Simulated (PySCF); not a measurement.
Species: C3H5F3S.
Cartesian coordinates in Å at the PBE0-D3(BJ)/def2-SVP level; atoms count from 1:
```xyz
12
C3H5F3S angstrom
C     -0.9264   -0.8817    0.4232
C     -0.0501   -0.1152   -0.5522
S     -0.9050    1.2841   -1.3426
C      1.2550    0.3312    0.0885
F      2.0824    0.8897   -0.7886
F      1.8915   -0.7158    0.6286
F      1.0410    1.2133    1.0724
H     -1.8414   -1.2172   -0.0819
H     -0.3955   -1.7598    0.8194
H     -1.2152   -0.2431    1.2713
H      0.2384   -0.7629   -1.3954
H     -1.1816    1.9313   -0.1892
```

Linear response at PBE0/def2-SVPD (PySCF, frozen core in the response, non-relativistic).

Static isotropic polarisability: 60.43 au (8.96 Å³), principal values 54.0, 59.7, 67.7 au.

(1) What is the polarisability at 1064 nm and at the sodium D line?

(2) What is the isotropic C6 coefficient between two such molecules, C6 = (3/π)∫α(iω)² dω?

(3) Which effective excitation energy ω̄ makes London's formula C6 = (3/4)α²ω̄ exact here?

(4) What three-body coefficient follows from the one-pole estimate C9 = (3/4)·α·C6?

(5) What molar refraction at the D line follows from R = (4π/3)·N_A·α′, with α′ the polarisability volume?

(6) How anisotropic is the static polarisability, by Δα² = ½[(α1 − α2)² + (α2 − α3)² + (α3 − α1)²]?

(7) How many electrons N does the Slater–Kirkwood formula C6 = (3/4)·√N·α^(3/2) need to give this C6?

(8) The lowest 6 singlets have (eV, f): 5.72, 0.001; 6.46, 0.036; 7.15, 0.010; 7.62, 0.006; 7.98, 0.036; 8.30, 0.040. What share of the static polarisability do they carry in the sum over states α = Σ f/ω²?

(9) What does −C6/R⁶ come to at R = 10 Å between centres?

Answers

(1) 60.84 au at 1064 nm (+0.7 %), 61.81 au at 589.3 nm (+2.3 %). The rise at 589.3 nm is 3.35 times that at 1064 nm; a pure ω² law gives 3.26. The lowest singlet lies at 217 nm, shorter than both wavelengths.

(2) 1689 au (Eh·bohr⁶) by a ten-point quadrature over imaginary frequencies, which is 1010 eV·Å⁶ or 97.4 J·nm⁶/mol.

(3) ω̄ = 4·C6/(3α²) = 0.617 Eh = 16.8 eV. A one-pole form α(ω) = α/(1 − ω²/ω̄²) fitted to the 1064 nm value gives 14.2 eV.

(4) 76600 au. This is an estimate from the two numbers above, not a computed integral.

(5) α′ = 9.16 Å³ gives R = 23.10 cm³/mol, for isolated, non-vibrating species.

(6) Δα = 11.9 au, or 0.20 of the isotropic value.

(7) N = (4·C6/3)²/α³ = 23.0; the species has 66 electrons in all.

(8) 1.75 au, 2.9 % of α; the largest term, 0.65 au, is that of the state at 6.46 eV. Their oscillator strengths add up to 0.13. Higher states carry the rest.

(9) -97 J/mol. This is the leading, orientation-averaged term; C8 and higher terms are left out.

One conformer stands for the species.
